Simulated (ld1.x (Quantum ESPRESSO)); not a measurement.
**Pseudopotential generation for Si: PAW, PBEsol, non-relativistic.**

* Element: silicon
* Generator: ld1.x (Quantum ESPRESSO) 7.5
* Type: PAW
* Functional: PBEsol
* Relativity: non-relativistic
* Frozen core: [Ne]
* Valence charge: 4
* Reference configuration: 3s2 3p1.5 (charge +0.5)
* Partial waves: 3s (bound): rcut 1.50, rcutus 1.90 bohr; 3s channel at -0.7 Ry: rcut 1.50, rcutus 1.90 bohr; 3p (bound): rcut 1.85, rcutus 2.15 bohr; 3p channel at 0.6 Ry: rcut 1.85, rcutus 2.15 bohr; 3d channel at -0.1 Ry: rcut 1.45, rcutus 1.90 bohr; 3d channel at 0.25 Ry: rcut 1.45, rcutus 1.90 bohr
* Local potential: all-electron potential smoothed inside 2.10 bohr (lloc = -1)
* Core correction: a·sin(br)/r model core inside 1.95 bohr
* Augmentation charge: PSQ, inside the norm-conserving radii

Problem. Does the generator finish with these settings?

Solution. Yes, a potential is produced and its reference levels are reproduced.

Problem. Estimate the cutoffs (Ry, on a coarse ladder) from which the occupation-weighted sum of valence levels, in a spherical-Bessel basis at the reference potential, stays within 10 and 1 mRy of its value at 400 Ry.

Solution. 8 Ry and 15 Ry.

Problem. What does a ghost test show?

Solution. No extra level below or beside the all-electron valence levels (s, p, d, f tested).

Problem. Is the overlap operator S = 1 + Σ q|β⟩⟨β| positive definite (Bessel basis up to 400 Ry)?

Solution. Yes: its lowest eigenvalue is 0.45 (s channel).

Problem. Tests: 3s2 3p2; 3s2 3p1; 3s2 3p0; 3s2 3p2.3; 3s1 3p2; 3s1 3p0; 3s1 3p3. Which has the largest error in its energy relative to the reference configuration, and how large is it?

Solution. 3s1 3p0, with -46 meV (all-electron minus pseudo) on +54.61 eV.
